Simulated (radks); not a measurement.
Values are calculated unless marked as measured or tabulated.
Excited configurations of La IV: one electron is placed in a higher orbital outside [Kr] 4d10 5s2 5p5. The ground configuration is [Xe]. Code: a radial shooting solver on a logarithmic mesh with Libxc functionals. Model: Dirac Kohn-Sham, LDA (Slater exchange, Perdew-Wang correlation), spin-unpolarised, spherical densities, point nucleus; open shells fill j = l - 1/2 first. Excitation = E - E(ground); binding = E(ion) - E, where the ion is the core of charge +4; n* = 4/sqrt(2 binding) in atomic units, and the quantum defect is n - n*.

outer orbital,excitation (eV),binding (eV),n*,eigenvalue (eV),<r> (bohr)
4f5/2,17.426,32.687,2.581,-24.358,1.194
6s1/2,24.444,25.669,2.912,-22.611,3.328
6d3/2,35.310,14.803,3.835,-12.950,4.989
6f5/2,40.914,9.199,4.865,-7.990,7.539
7s1/2,35.949,14.164,3.920,-12.637,5.939
7p1/2,37.736,12.378,4.194,-11.004,6.566
7f5/2,43.684,6.429,5.819,-5.686,11.51

The Delta-SCF ionisation energy is 50.113 eV (NIST Atomic Spectra Database: 50.0 eV, semi-empirical). Self-interaction in the functional shifts the binding energies and quantum defects, so they are the method's values and not measured ones. Spin polarisation and multiplet splitting are left out, so open shells lie too high by an amount that depends on their filling.

Beside tabulated values, note that spin-unpolarised runs miss the spin-polarisation part of the exchange energy of open shells.
